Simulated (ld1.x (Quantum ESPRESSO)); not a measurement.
## Before and after: TM potential for vanadium

vanadium (V), norm-conserving Troullier–Martins (Kleinman–Bylander form), made with ld1.x (Quantum ESPRESSO) 7.5 (PBE, scalar-relativistic). Core [Ne] 3s2, reference 3p6 3d3 4s2 4p0. Waves: 4s (bound): rc 3.05 bohr; 3p (bound): rc 1.55 bohr; 3d (bound): rc 1.75 bohr. Local part: the d channel. Core correction: a·sin(br)/r model core inside 1.00 bohr.

All-electron outer shells of the reference configuration (PBE, scalar-relativistic, ld1.x):

```
shell  level (eV)  outermost node (bohr)  outermost maximum (bohr)
   2p     -503.16                      –                      0.21
   3s      -70.24                   0.38                      0.82
   3p      -44.04                   0.35                      0.84
   3d       -5.16                      –                      0.90
   4s       -4.70                   1.17                      2.76
   4p       -1.44                   1.30                      3.63
```

Change: wave 4s (bound): rc 3.05 bohr becomes 4s (bound): rc 4.00 bohr.

Cutoffs: the cutoffs (Ry, on a coarse ladder) from which the occupation-weighted sum of valence levels, in a spherical-Bessel basis at the reference potential, stays within 10 and 1 mRy of its value at 400 Ry; they do not see the model core or the augmentation charge, which bear on the density cutoff. Errors are all-electron minus pseudo energies relative to the spin-unpolarised reference configuration.

Q: What does the change do?

A: The potential gets neither clearly harder nor softer (70 Ry and 90 Ry → 70 Ry and 90 Ry); both files keep a bound ghost (s); of the 7 tests that both files solve, the error grows in 4 and shrinks in 2 by more than 15 % and 0.3 meV (median size 95.9 → 107.7 meV).

| quantity | base | changed |
| --- | --- | --- |
| cutoff, loose | 70 Ry | 70 Ry |
| cutoff, tight | 90 Ry | 90 Ry |
| bound ghosts | s | s |
| error for 3p6 3d3 4s1 4p0, meV [ΔE 7.73 eV] | -3.3 | -11 |
| error for 3p6 3d3 4s0 4p0, meV [ΔE 22.03 eV] | -34 | -138 |
| error for 3p6 3d2 4s0 4p0, meV [ΔE 50.93 eV] | +1.5 | -431 |
| error for 3p6 3d3 4s0 4p1, meV [ΔE 11.84 eV] | -181 | -251 |
| error for 3p5 3d3 4s2 4p0, meV [ΔE 50.95 eV] | -164 | +91 |
| error for 3p6 3d2 4s2 4p1, meV [ΔE 5.78 eV] | -129 | -22 |
| error for 3p6 3d3 4s1 4p1, meV [ΔE 3.35 eV] | -96 | -108 |

 A true bound ghost makes a file unfit for plane-wave use even where its test errors are small: the radial tests pick states by their node count and pass the ghost by.
